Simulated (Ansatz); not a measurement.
Compare A (`N=CC[SiH2][SiH3]`) with its isomer B (`C=C[SiH2]N[SiH3]`).

Gas-phase electronic energies from Ansatz, PBE0-D4/def2-TZVP geometries. CCSD(T)/CBS adds triple-zeta CCSD(T) − MP2 to the extrapolated MP2 energy (def2 sets, frozen cores). Functionals use def2-TZVPP. B3LYP here is the variant with VWN-RPA as its local correlation; programs differ in this. Each species was taken in one conformer, which may not be the lowest.

A:

Z-matrix (Å, degrees):
```
C
C 1 1.490
Si 1 1.899 2 111.1
H 1 1.094 2 110.9 3 -120.4
H 1 1.095 2 110.7 3 119.2
N 2 1.265 1 128.0 3 100.6
H 2 1.095 1 115.4 3 -77.1
Si 3 2.341 1 110.6 2 -59.4
H 3 1.490 1 109.2 2 61.9
H 3 1.489 1 108.5 2 179.5
H 6 1.023 2 110.9 1 2.3
H 8 1.489 3 109.6 1 -50.0
H 8 1.488 3 109.9 1 -169.2
H 8 1.486 3 110.9 1 70.1
```

B:

Z-matrix (Å, degrees):
```
Si
C 1 1.858
N 1 1.727 2 111.8
H 1 1.491 2 106.0 3 122.7
H 1 1.486 2 111.5 3 -118.2
C 2 1.331 1 122.3 3 -120.4
H 2 1.089 1 119.4 3 59.3
Si 3 1.725 1 129.5 2 -126.2
H 3 1.011 1 115.0 2 55.1
H 6 1.087 2 121.4 1 -0.1
H 6 1.087 2 122.5 1 -179.9
H 8 1.490 3 111.4 1 124.1
H 8 1.490 3 112.3 1 -115.9
H 8 1.483 3 107.6 1 4.2
```

(1) Which is lower in electronic energy at CCSD(T)/CBS, and by how much? (Best estimate.)

(2) Give E(B) − E(A) in kJ/mol with MP2/def2-TZVPP, CCSD/def2-TZVPP, B3LYP, r2SCAN-D4, HF/def2-TZVPP, PBE0-D4, ωB97M-V. (Estimate.)

Largest T1 diagnostic: 0.013.

Results:

(1) Ansatz gave: B, by 143.7 kJ/mol.

(2) The calculation gave: MP2/def2-TZVPP -149.2, CCSD/def2-TZVPP -141.6, B3LYP -137.0, r2SCAN-D4 -127.2, HF/def2-TZVPP -163.2, PBE0-D4 -117.8, ωB97M-V -142.1. None reverses the order clearly.

In def2-TZVPP, CCSD(T) changes the Hartree–Fock value by +26.1 kJ/mol (the triples alone add +4.5 kJ/mol) and MP2 by +14.0 kJ/mol. From PBE to PBE0 (25 % exact exchange), in def2-TZVPP and without D4, E(B) − E(A) moves by −12.8 kJ/mol.
